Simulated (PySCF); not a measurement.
HSnN + NH₃ → SnH₄ + N₂

Level: PBE0 in the def2-TZVP basis family, computed in PySCF with density fitting; scalar-relativistic core potentials for atoms from Rb on, none lighter, no spin–orbit coupling; open shells unrestricted.

```csv
species,state and structure,ZPE (kJ/mol),H(298 K) − H(0) (kJ/mol),S° (J/(mol K))
HSnN,"singlet, C∞v, Sn–H 1.682 Å, Sn–N 1.809 Å; H–Sn–N 180.0°",20.9,10.9,242.1
NH₃,"singlet, C3v, N–H 1.013 Å (×3); H–N–H 107.1° (×3)",90.6,10.0,192.4
SnH₄,"singlet, Td, Sn–H 1.704 Å (×4)",68.3,11.3,228.6
N₂,"singlet, D∞h, N–N 1.089 Å",14.9,8.7,191.4
```

Task: Is the gas-phase reaction uphill or downhill in electronic energy at this level, and by how much?

Result: At PBE0/def2-TZVP, ΔE = -348.6 kJ/mol, downhill. 

Task: Add zero-point, thermal and entropy terms for 298.15 K and 1 bar.

Result: ΔZPE = -28.3 and Δ[H(298) − H(0)] = -0.9 kJ/mol give ΔH° = -377.8 kJ/mol. ΔS° = -14.5 J/(mol K), so ΔG° = -377.8 − 298.15 × (-0.0145) = -373 kJ/mol.

The structures come from searches over a few start shapes, so lower isomers are not excluded.
